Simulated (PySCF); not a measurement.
Computed shifts of a molecule C₄H₉N, PBE0/pcSseg-1 in PySCF, GIAO, gas phase, equivalent atoms averaged, in ppm (number of nuclei): ¹³C: 151.4 (1), 86.6 (1), 46.4 (1), 38.3 (1). ¹⁵N: 80.4 (1). ¹H: 6.27 (1), 4.08 (1), 3.97 (1), 2.91 (3), 2.71 (3). References: ¹³C against TMS (σ = 186.3 ppm); ¹⁵N against NH3 (σ = 267.4 ppm); ¹H against TMS (σ = 31.56 ppm), references at their B3LYP-D3(BJ)/def2-TZVP geometries, non-relativistic. Geometry optimised at B3LYP-D3(BJ)/def2-SVP. The values are those of a single conformer.

**Question.** Pick the molecule that these values belong to.
(A) C=CCNC
(B) C=CN(C)C
(C) CN=C(C)C
(D) C=CCCN

**Answer.** B, C=CN(C)C
